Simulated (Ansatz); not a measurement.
Cost and result for the atomization energy of `CB(C)Cl` (10 atoms, 9 bonds).

Z-matrix (Å, degrees):
```
C
B 1 1.558
H 1 1.093 2 112.6
H 1 1.099 2 107.0 3 -116.3
H 1 1.091 2 114.0 3 126.0
C 2 1.558 1 123.9 3 26.8
Cl 2 1.771 1 118.0 3 -153.2
H 6 1.093 2 112.5 1 27.0
H 6 1.091 2 114.0 1 153.1
H 6 1.099 2 107.0 1 -89.3
```

Charge 0, multiplicity 1. Geometry: relaxed with PBE0-D4/def2-TZVP. Program: Ansatz. All runs use 4 threads of an Arm Neoverse V1 on a shared host. Times are those of one run each, without the atoms' runs, and a repeat can differ threefold. Electronic energies, without spin–orbit coupling; frozen cores. CCSD(T)/CBS adds CCSD(T) − MP2 in def2-TZVPP to the MP2 limit, and its time is that of the two runs behind it. T1 = 0.010. B3LYP takes the VWN-RPA correlation (the form of Gaussian; ORCA's B3LYP/G). HSE06 is the plane-wave form, built on full-range PBE exchange.

CCSD(T)/CBS is a level of theory with its own doubt, some kJ/mol a heavy atom from the limit and from the frozen cores, so smaller differences don't rank the functionals.

```tsv
level	functions	atomization (kcal/mol)	difference from CCSD(T)/CBS	per bond
r2SCAN-D4/def2-TZVPP (with forces)	219	921.7	9.3	1.0
CCSD(T)/def2-SVP	90	878.9	-33.5	-3.7
MP2/def2-QZVPP	421	916.8	4.4	0.5
B3LYP-D4/def2-TZVPP (with forces)	219	916.0	3.6	0.4
revPBE-D4/def2-TZVPP	219	911.5	-0.9	-0.1
B97M-V/def2-TZVPP	219	922.9	10.5	1.2
HSE06-D4/def2-TZVPP	219	922.9	10.5	1.2
CAM-B3LYP-D4/def2-TZVPP	219	919.1	6.7	0.7
PBE0-D4/def2-TZVPP	219	922.4	10.0	1.1
CCSD(T)/CBS(def2)	–	912.4	0.0	0.0
LDA (SPW92)/def2-TZVPP	219	1031.0	118.6	13.2
BHLYP-D4/def2-TZVPP	219	899.2	-13.2	-1.5
CCSD(T)/def2-TZVPP	219	894.1	-18.3	-2.0
```

(1) Order the runs by time, with rough figures. (Estimate.)

## Answers

(1) Computed: LDA (SPW92)/def2-TZVPP 0.95 s; revPBE-D4/def2-TZVPP 1.4 s; PBE0-D4/def2-TZVPP 1.9 s; CCSD(T)/def2-SVP 1.9 s; BHLYP-D4/def2-TZVPP 2 s; HSE06-D4/def2-TZVPP 2.1 s; CAM-B3LYP-D4/def2-TZVPP 2.3 s; B3LYP-D4/def2-TZVPP (with forces) 3 s; r2SCAN-D4/def2-TZVPP (with forces) 3.5 s; B97M-V/def2-TZVPP 7 s; MP2/def2-QZVPP 13 s; CCSD(T)/def2-TZVPP 53 s; CCSD(T)/CBS(def2) 66 s.

Leaving LDA and LC-ωPBE aside and taking each functional with its dispersion term where it has one, the values, not all of them listed here, spread over 31.4 kcal/mol, from BHLYP-D4 to PBE-D4. LDA lies +104.4 kcal/mol from PBE without D4, its usual overbinding. At CCSD(T), def2-SVP lies −33.6 kcal/mol from the extrapolated value and def2-TZVPP −18.4 kcal/mol: correlation converges slowly with the basis, and small sets miss more of it in the bonded molecule than in its fragments. From PBE to PBE0 (25 % exact exchange), in def2-TZVPP and without D4, the atomization energy moves by −7.6 kcal/mol: exact exchange takes away binding that semilocal exchange gives to molecules.
